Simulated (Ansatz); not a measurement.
Consider the hydrogenolysis of the Sb–O bond: `[OH][Sb]([F])[SiH3]` + H₂ → `[F][SbH][SiH3]` + H₂O.

Isolated molecules relaxed with PBE0-D4/def2-TZVP in Ansatz; ΔE leaves out vibrations. CCSD(T)/CBS adds triple-zeta CCSD(T) − MP2 to the extrapolated MP2 energy (def2 sets, frozen cores). This one scheme is used for every species. DFT in def2-TZVPP. B3LYP here is the variant with VWN-RPA as its local correlation; programs differ in this. def2 core potentials past Kr. For Sb outer-core shells are correlated without core-valence functions, which leaves a few kJ/mol of doubt a bond. Each species was taken in one conformer, which may not be the lowest.

Problem. Is it downhill or uphill in electronic energy at CCSD(T)/CBS, and by how much? (Estimate.)

Solution. The calculation gave: Uphill: ΔE = +7.5 kJ/mol.

Problem. What do these levels give: B3LYP-D4, BHLYP-D4, HF/def2-TZVPP, CCSD(T)/def2-TZVPP, MP2/def2-QZVPP, MP2/CBS(def2)? (Estimate.)

Solution. The calculation gave: B3LYP-D4 11.7, BHLYP-D4 1.8, HF/def2-TZVPP -15.0, CCSD(T)/def2-TZVPP 2.1, MP2/def2-QZVPP 12.7, MP2/CBS(def2) 14.1 kJ/mol.

Largest T1 diagnostic among the species: 0.015.

From PBE to PBE0 (25 % exact exchange), in def2-TZVPP and without D4, ΔE moves by −11.9 kJ/mol. At CCSD(T), def2-SVP lies −19.6 kJ/mol from the extrapolated value and def2-TZVPP −5.4 kJ/mol.
